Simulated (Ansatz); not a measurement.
Geometry optimisation, RKS revPBE-D4/def2-mTZVP in Ansatz.

Input file:

```yaml
crystal:
  periodic: [false, false, false]
  atoms:
    - { symbol: C, position_ang: [-0.6523, 1.0402, -0.4311] }
    - { symbol: S, position_ang: [-0.8926, -0.11, 0.9137] }
    - { symbol: Sb, position_ang: [0.6402, -1.7155, -0.1015] }
    - { symbol: H, position_ang: [-0.9429, 0.6314, -1.4035] }
    - { symbol: H, position_ang: [0.3597, 1.4035, -0.5331] }
    - { symbol: H, position_ang: [-1.3388, 1.9858, -0.243] }
    - { symbol: H, position_ang: [2.0806, -0.7017, 0.3241] }
    - { symbol: H, position_ang: [0.8384, -2.5908, 1.4188] }
basis:
  gaussian: { orbitals: def2-mTZVP }
hamiltonian:
  xc: revpbe
  dispersion: d4
relax:
  f_tol: 0.015
  max_steps: 40
```

Launched with:

```bash
$ ansatz run input.yaml --threads 2 --pin off --max-ram 3072MiB --backend cpu --events-out ev --progress --plain --runs-dir out
```

Question: Where does it end, and by what steps?

Answer: The forces met the threshold. The force dipped under the threshold on the way, but the program's further checks kept it going. After 17 steps the energy has fallen by 0.248 eV; H7 moved furthest, 0.87 Å.

```csv
step,energy less start (eV),largest force component (eV/Å),accepted
0,0.0000,2.419,yes
1,-0.1373,0.847,yes
2,-0.2064,0.607,yes
3,-0.2290,0.064,yes
4,-0.2336,0.210,yes
5,-0.2369,0.122,yes
6,-0.2418,0.040,yes
7,-0.2435,0.135,yes
8,-0.2426,0.136,no
9,-0.2461,0.049,yes
10,-0.2469,0.015,yes
11,-0.2476,0.068,yes
12,-0.2473,0.051,no
13,-0.2479,0.027,yes
14,-0.2480,0.024,yes
15,-0.2481,0.016,yes
16,-0.2481,0.019,yes
17,-0.2482,0.013,yes
```

```xyz
8
Properties=species:S:1:pos:R:3
C -0.798 1.170 -0.524
S -0.404 0.166 0.980
Sb 1.029 -1.556 -0.067
H -1.299 0.571 -1.294
H 0.098 1.645 -0.944
H -1.486 1.959 -0.189
H 2.426 -1.233 0.923
H 0.527 -2.778 1.059
```

Whether the end is a true minimum wasn't checked by a vibrational analysis.

The run took 28 s on 2 threads of Arm Neoverse V2 (shared host), peak memory 0.17 GiB.
